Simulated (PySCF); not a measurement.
B3LYP has the VWN-RPA correlation part, as in Gaussian. 

# [Y(Br)3] (charge 0, multiplicity 1)

All values below come from B3LYP-D3(BJ)/def2-TZVP // PBE-D3(BJ)/def2-SVP (PySCF).

| Quantity | Value |
|---|---|
| HOMO | -8.23 eV |
| dipole moment | 0.00 D |
| HOMO–LUMO gap | 4.90 eV |
| LUMO | -3.33 eV |
| charge on the central atom (Mulliken) | 1.24 e |
| total energy | -211192.09 eV |
| cost | about 4 core-minutes (a rough figure) |

Bonds (Å): Y1–Br2 2.595, Y1–Br3 2.595, Y1–Br4 2.595. Bond angles (°): Br2–Y1–Br3 120.0, Br2–Y1–Br4 120.0, Br3–Y1–Br4 120.0.
